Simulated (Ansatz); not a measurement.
`C[SiH](F)[GeH3]`. Charge 0, multiplicity 1.

```xyz
11

C    -0.3702    0.4200   -1.6573
Si    0.1134    0.8453    0.0858
F     1.5646    1.5409    0.0658
Ge    0.2288   -1.0771    1.4886
H    -1.3728   -0.0167   -1.6709
H    -0.3805    1.3149   -2.2844
H     0.3215   -0.3022   -2.0963
H    -0.8330    1.8415    0.6577
H    -1.1574   -1.7435    1.5700
H     1.2183   -2.1122    0.9256
H     0.6673   -0.7109    2.9155
```

(1) What are the harmonic wavenumbers in cm⁻¹ at PBE0-D4/def2-TZVP (Ansatz, finite differences of forces, unscaled)? (Best estimate.)

(2) Is this a minimum?

(3) Give the ideal-gas thermochemistry at 298.15 K and 1 bar (rigid rotor, harmonic oscillator; point group C1, symmetry number 1).

(4) And at 400, 500, 600, 800 and 1000 K?

## Answers

(1) Ansatz gave: 78, 127, 153, 173, 241, 346, 440, 461, 661, 712, 761, 785, 825, 874, 882, 893, 911, 1277, 1441, 1447, 2137, 2146, 2154, 2210, 3049, 3133, 3142.

(2) Yes, all 27 modes are real.

(3) Zero-point energy 188.2 kJ/mol; H(298) − E = 210.8 kJ/mol; entropy 362.8 J/(mol·K), of which translation 170.4, rotation 115.1, vibration 77.3; G(298) − E = 102.6 kJ/mol. Modes under 100 cm⁻¹ are hindered rotations or soft bends, so the harmonic entropy is rough.

(4) 
| T (K) | H − E (kJ/mol) | S (J/mol/K) | G − E (kJ/mol) |
| --- | --- | --- | --- |
| 400 | 223.8 | 400.2 | 63.7 |
| 500 | 238.5 | 432.9 | 22.0 |
| 600 | 254.7 | 462.4 | -22.7 |
| 800 | 290.7 | 514.0 | -120.5 |
| 1000 | 330.3 | 558.2 | -227.9 |
